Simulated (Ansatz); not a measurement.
Reaction (hydrogen abstraction from the Si–H bond): `I[SiH](I)I` + H• → `I[Si](I)I`• + H₂

Program: Ansatz. Geometries: PBE0-D4/def2-TZVP. ΔE: electronic, gas phase. CBS: MP2 limit from def2 TZ/QZ plus the TZ coupled-cluster correction, frozen cores. This one scheme is used for every species, atoms too. DFT in def2-TZVPP. B3LYP here is the variant with VWN-RPA as its local correlation; programs differ in this. No spin–orbit coupling; open shells (•) take unrestricted orbitals. Elements past krypton have def2 core potentials. For I outer-core shells are correlated without core-valence functions, so the limit isn't a true one: a few kJ/mol of doubt a bond, and 10 to 20 or more in all where bonds break to atoms.

```
             level  ΔE (eV)
            PBE-D4    -1.08
           ωB97M-V    -0.88
             B3LYP    -1.16
           r2SCAN0    -1.02
             BHLYP    -0.98
           LC-ωPBE    -0.80
SCS-MP2/def2-TZVPP    -0.80
      HF/CBS(def2)    -0.59
```

What does CCSD(T)/CBS give? (An estimate is asked.)

The calculation gave: -0.91 eV. The listed levels differ from it by -0.17, 0.03, -0.25, -0.11, -0.07, 0.11, 0.11, 0.32 eV.

Largest T1 diagnostic among the species: 0.011.

Leaving LDA and LC-ωPBE aside and taking each functional with its dispersion term where it has one, the values, not all of them listed here, spread over 0.45 eV, from BLYP-D4 to PBE-QIDH. LDA lies +0.04 eV from PBE without D4. In def2-TZVPP, CCSD(T) changes the Hartree–Fock value by −0.32 eV (the triples alone add −0.02 eV) and MP2 by −0.16 eV. From BLYP to BHLYP (50 % exact exchange), in def2-TZVPP and without D4, ΔE moves by +0.31 eV.
